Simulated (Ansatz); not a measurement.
Consider the hydrogenolysis of a C–Si bond: `F/C=[C](/[AlH2])[SiH3]` + H₂ → `F/C=[CH]/[AlH2]` + SiH₄.

Computed with Ansatz on PBE0-D4/def2-TZVP structures; ΔE is electronic, products minus reactants. CCSD(T)/CBS adds triple-zeta CCSD(T) − MP2 to the extrapolated MP2 energy (def2 sets, frozen cores). This one scheme is used for every species. Double bonds are as drawn, so ΔE can hold a change between cis and trans. Functionals use def2-TZVPP. B3LYP here is the variant with VWN-RPA as its local correlation; programs differ in this. HSE06 is defined as in plane-wave codes.

`F/C=[C](/[AlH2])[SiH3]`:

```xyz
11

F     1.692   -1.790    0.162
C     0.795   -1.151   -0.605
C     0.055   -0.138   -0.168
Al   -1.146    0.582   -1.500
Si    0.232    0.463    1.588
H     0.786   -1.594   -1.600
H    -1.122   -0.099   -2.934
H    -2.100    1.797   -1.157
H     1.600    0.990    1.840
H    -0.742    1.563    1.812
H    -0.051   -0.623    2.562
```

H₂:

```xyz
2

H    -0.189   -0.177   -0.269
H     0.189    0.177    0.269
```

`F/C=[CH]/[AlH2]`:

Z-matrix (Å, degrees):
```
C
C 1 1.326
F 1 1.337 2 123.5
H 1 1.087 2 126.0 3 -180.0
Al 2 1.927 1 118.2 3 180.0
H 2 1.088 1 116.4 3 0.0
H 5 1.584 2 121.1 1 -180.0
H 5 1.587 2 117.0 1 0.0
```

SiH₄:

Z-matrix (Å, degrees):
```
Si
H 1 1.485
H 1 1.485 2 109.5
H 1 1.485 2 109.5 3 -120.0
H 1 1.485 2 109.5 3 120.0
```

```json
{"level": "LDA (SPW92)", "ΔE (kJ/mol)": "-7.6", "difference from CCSD(T)/CBS": "1.2"}
{"level": "revPBE-D4", "ΔE (kJ/mol)": "-2.2", "difference from CCSD(T)/CBS": "6.6"}
{"level": "r2SCAN-D4", "ΔE (kJ/mol)": "-7.0", "difference from CCSD(T)/CBS": "1.8"}
{"level": "B97M-V", "ΔE (kJ/mol)": "-14.9", "difference from CCSD(T)/CBS": "-6.1"}
{"level": "PBE0-D4", "ΔE (kJ/mol)": "-10.0", "difference from CCSD(T)/CBS": "-1.2"}
{"level": "B3LYP-D4", "ΔE (kJ/mol)": "-12.0", "difference from CCSD(T)/CBS": "-3.2"}
{"level": "r2SCAN0-D4", "ΔE (kJ/mol)": "-10.1", "difference from CCSD(T)/CBS": "-1.3"}
{"level": "HSE06-D4", "ΔE (kJ/mol)": "-10.1", "difference from CCSD(T)/CBS": "-1.3"}
{"level": "CAM-B3LYP-D4", "ΔE (kJ/mol)": "-16.8", "difference from CCSD(T)/CBS": "-8.0"}
{"level": "ωB97X-V", "ΔE (kJ/mol)": "-13.2", "difference from CCSD(T)/CBS": "-4.4"}
{"level": "ωB97M-V", "ΔE (kJ/mol)": "-10.6", "difference from CCSD(T)/CBS": "-1.8"}
{"level": "PBE-QIDH", "ΔE (kJ/mol)": "-11.4", "difference from CCSD(T)/CBS": "-2.6"}
{"level": "PBE", "ΔE (kJ/mol)": "-14.4", "difference from CCSD(T)/CBS": "-5.6"}
{"level": "revPBE", "ΔE (kJ/mol)": "-18.3", "difference from CCSD(T)/CBS": "-9.5"}
{"level": "BLYP", "ΔE (kJ/mol)": "-24.5", "difference from CCSD(T)/CBS": "-15.7"}
{"level": "r2SCAN", "ΔE (kJ/mol)": "-9.1", "difference from CCSD(T)/CBS": "-0.3"}
{"level": "PBE0", "ΔE (kJ/mol)": "-17.1", "difference from CCSD(T)/CBS": "-8.3"}
{"level": "B3LYP", "ΔE (kJ/mol)": "-24.9", "difference from CCSD(T)/CBS": "-16.1"}
{"level": "r2SCANh", "ΔE (kJ/mol)": "-10.5", "difference from CCSD(T)/CBS": "-1.7"}
{"level": "r2SCAN0", "ΔE (kJ/mol)": "-12.7", "difference from CCSD(T)/CBS": "-3.9"}
{"level": "HSE06", "ΔE (kJ/mol)": "-16.9", "difference from CCSD(T)/CBS": "-8.1"}
{"level": "BHLYP", "ΔE (kJ/mol)": "-27.7", "difference from CCSD(T)/CBS": "-18.9"}
{"level": "CAM-B3LYP", "ΔE (kJ/mol)": "-24.3", "difference from CCSD(T)/CBS": "-15.5"}
{"level": "LC-ωPBE", "ΔE (kJ/mol)": "-17.4", "difference from CCSD(T)/CBS": "-8.6"}
{"level": "RPA@PBE/def2-TZVPP", "ΔE (kJ/mol)": "-13.8", "difference from CCSD(T)/CBS": "-5.0"}
{"level": "HF/def2-SVP", "ΔE (kJ/mol)": "-39.5", "difference from CCSD(T)/CBS": "-30.7"}
{"level": "MP2/def2-SVP", "ΔE (kJ/mol)": "-9.9", "difference from CCSD(T)/CBS": "-1.1"}
{"level": "CCSD/def2-SVP", "ΔE (kJ/mol)": "-22.9", "difference from CCSD(T)/CBS": "-14.1"}
{"level": "CCSD(T)/def2-SVP", "ΔE (kJ/mol)": "-18.3", "difference from CCSD(T)/CBS": "-9.5"}
{"level": "HF/def2-TZVPP", "ΔE (kJ/mol)": "-39.0", "difference from CCSD(T)/CBS": "-30.2"}
{"level": "MP2/def2-TZVPP", "ΔE (kJ/mol)": "-3.1", "difference from CCSD(T)/CBS": "5.7"}
{"level": "SCS-MP2/def2-TZVPP", "ΔE (kJ/mol)": "-11.2", "difference from CCSD(T)/CBS": "-2.4"}
{"level": "CCSD/def2-TZVPP", "ΔE (kJ/mol)": "-17.9", "difference from CCSD(T)/CBS": "-9.1"}
{"level": "CCSD(T)/def2-TZVPP", "ΔE (kJ/mol)": "-11.8", "difference from CCSD(T)/CBS": "-3.0"}
{"level": "HF/def2-QZVPP", "ΔE (kJ/mol)": "-38.9", "difference from CCSD(T)/CBS": "-30.1"}
{"level": "MP2/def2-QZVPP", "ΔE (kJ/mol)": "-1.3", "difference from CCSD(T)/CBS": "7.5"}
{"level": "SCS-MP2/def2-QZVPP", "ΔE (kJ/mol)": "-9.6", "difference from CCSD(T)/CBS": "-0.8"}
{"level": "HF/CBS(def2)", "ΔE (kJ/mol)": "-38.9", "difference from CCSD(T)/CBS": "-30.1"}
{"level": "MP2/CBS(def2)", "ΔE (kJ/mol)": "-0.1", "difference from CCSD(T)/CBS": "8.7"}
{"level": "CCSD/CBS(def2)", "ΔE (kJ/mol)": "-14.9", "difference from CCSD(T)/CBS": "-6.1"}
{"level": "CCSD(T)/CBS", "ΔE (kJ/mol)": "-8.8", "difference from CCSD(T)/CBS": "0"}
```

Largest T1 diagnostic among the species: 0.013.

At CCSD(T), def2-SVP lies −9.5 kJ/mol from the extrapolated value and def2-TZVPP −3.0 kJ/mol. The D4 term adds +12.9 kJ/mol with B3LYP and +7.1 kJ/mol with PBE0; it sums over pairs of atoms, weighted by their polarisabilities, and B3LYP, whose exchange is more repulsive, gets the larger term.

CCSD(T)/CBS has its own doubt, a few kJ/mol and more with outer-core shells, so smaller differences from it don't rank the levels.
